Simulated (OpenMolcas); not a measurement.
## Ho V: from CASSCF to CASPT2

```yaml
Program: OpenMolcas 26.06
Basis: ANO-RCC-VQZP [9s8p6d4f3g2h]
Scalar_Hamiltonian: DKH2, point nucleus
Active_space: 9 electrons in 7 orbitals (4f)
State_averaging: 2S+1 = 6 odd, 21 roots (18 in the spin-orbit step); 2S+1 = 4 odd, 224 roots (39 in the spin-orbit step)
Spin-orbit_coupling: state interaction with AMFI integrals over the reference wave functions, term energies averaged over their components
```

Methods on the same reference wave functions:
A. CASSCF
B. SS-CASPT2, IPEA 0.25 Eh, imaginary shift 0.1 Eh (closed shells correlated: 5s 5p)

Energies in cm-1 above 4f9 6H* 15/2.

| Level | A | B |
| --- | --- | --- |
| 4f9 6H* 15/2 | 0.0 | 0.0 |
| 4f9 6H* 13/2 | 4312 | 4350 |
| 4f9 6H* 11/2 | 7871 | 7940 |
| 4f9 6H* 9/2 | 10729 | 10820 |
| 4f9 6F* 11/2 | 12114 | 10400 |
| 4f9 6H* 7/2 | 12949 | 13040 |
| 4f9 6F* 9/2 | 13145 | 11360 |
| 4f9 6H* 5/2 | 14595 | 14690 |
| 4f9 6F* 7/2 | 15439 | 13680 |
| 4f9 6F* 5/2 | 17603 | 15860 |
| 4f9 6F* 3/2 | 19290 | 17560 |
| 4f9 6F* 1/2 | 20349 | 18630 |

The lowest spin-free term lies below A's lowest term by 0.720 hartree in B.

CASPT2 does not keep the components of a term degenerate, so their means are used; among the terms shown or strongly mixed into the levels shown the widest spread is 76 cm-1 (4f9 6H*, B). High states are left out of the spin-orbit mixing, which shifts the levels that they would mix with. Without dynamic correlation excited terms often stand tens of per cent too high (terms of higher spin than the ground term too low), and those without a measured partner can miss by more than the paired ones (holds for A). Only configurations of the active space appear. Levels that lie high or do not pair safely by name in every column are left out.

* marks odd parity.
